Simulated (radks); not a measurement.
The numbers below are computed, except where a source is named.
These are the eigenvalues of the occupied orbitals of an atom or ion with whole-number occupations (eV). Level of theory: Dirac Kohn-Sham, AM05, spin-unpolarised, spherical densities, point nucleus (a radial shooting solver on a logarithmic mesh with Libxc functionals).

orbital  eigenvalue
1s1/2     -73729.81
2s1/2     -12846.43
2p1/2     -12300.81
2p3/2     -10771.31
3s1/2     -3001.675
3p1/2     -2757.720
3p3/2     -2424.233
3d3/2     -2015.493
3d5/2     -1943.205
4s1/2     -645.9567
4p1/2     -543.6971
4p3/2     -465.1624
4d3/2     -297.3647
4d5/2     -282.8156
5s1/2     -108.1852
5p1/2      -76.6265
4f5/2      -70.2187
4f7/2      -67.4103
5p3/2      -64.3352
5d3/2      -23.4162
5d5/2      -22.2702

Which element is it, and in what charge state? The configuration may be excited. Open shells, if any, fill j = l - 1/2 first.

Answer. Z = 76, osmium, charge +2: Os2+ in [Xe] 4f14 5d6. The list shows which subshells hold electrons but not how many an open one holds; the 1s level, -2709.5 hartree, gives Z - s = 73.6 by -(Z - s)^2/2, which with screening and relativity narrows Z to a few neighbours, and the depths of the outer levels then fix element, charge and occupations together.
